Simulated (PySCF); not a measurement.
C4H8F2O.
Bonds: C1–O2, O2–C3, C3–C4, C4–C5, C5–F6, C5–F7. Hydrogens: H8, H9, H10 on C1; H11, H12 on C3; H13, H14 on C4; H15 on C5.

Structure optimised with GFN2-xTB, isolated species.

**Question.** What internal coordinates does the optimisation give?

**Answer.** 
```json
{"bond": "C1–O2", "length (Å)": "1.405", "order": "single"}
{"bond": "O2–C3", "length (Å)": "1.409", "order": "single"}
{"bond": "C3–C4", "length (Å)": "1.525", "order": "single"}
{"bond": "C4–C5", "length (Å)": "1.519", "order": "single"}
{"bond": "C5–F6, C5–F7", "length (Å)": "1.357", "order": "single"}
{"bond": "C1–H8, C1–H10", "length (Å)": "1.097", "order": "single"}
{"bond": "C1–H9", "length (Å)": "1.088", "order": "single"}
{"bond": "C3–H11, C3–H12", "length (Å)": "1.101", "order": "single"}
{"bond": "C4–H13, C4–H14", "length (Å)": "1.090", "order": "single"}
{"bond": "C5–H15", "length (Å)": "1.099", "order": "single"}
```

Bonds in one row agree within 0.01 Å and their mean is given. Orders are formal, as drawn. A selection of angles:
```json
{"angle": "O2–C1–H8", "degrees": "111.2"}
{"angle": "O2–C1–H9", "degrees": "106.6"}
{"angle": "H8–C1–H9", "degrees": "109.6"}
{"angle": "C1–O2–C3", "degrees": "113.0"}
{"angle": "O2–C3–C4", "degrees": "108.5"}
{"angle": "O2–C3–H11", "degrees": "110.2"}
{"angle": "C4–C3–H11", "degrees": "110.0"}
{"angle": "H11–C3–H12", "degrees": "108.2"}
{"angle": "C3–C4–C5", "degrees": "110.3"}
{"angle": "C3–C4–H13", "degrees": "109.8"}
{"angle": "C5–C4–H13", "degrees": "107.9"}
{"angle": "C5–C4–H14", "degrees": "109.1"}
{"angle": "H13–C4–H14", "degrees": "109.5"}
{"angle": "C4–C5–F6", "degrees": "110.9"}
{"angle": "C4–C5–H15", "degrees": "112.8"}
{"angle": "F6–C5–F7", "degrees": "105.9"}
{"angle": "F6–C5–H15", "degrees": "108.2"}
```

Dihedral angles: C1–O2–C3–C4 179° (antiperiplanar); O2–C3–C4–C5 -65° (synclinal); C3–C4–C5–F6 175° (antiperiplanar). The mirror-image conformer, all signs reversed, is as good.

O2 (ether oxygen) is bent (angle 113.0°). Of the pairs four or more bonds apart, O2···H15 is among the closest relative to their van der Waals radii: 2.57 Å, 94 % of the sum of Bondi's values.

Point group: C1 (no symmetry element, even within 0.4 Å). Stationary, but not proved a minimum. One conformer, not necessarily the lowest.

These are computed values.
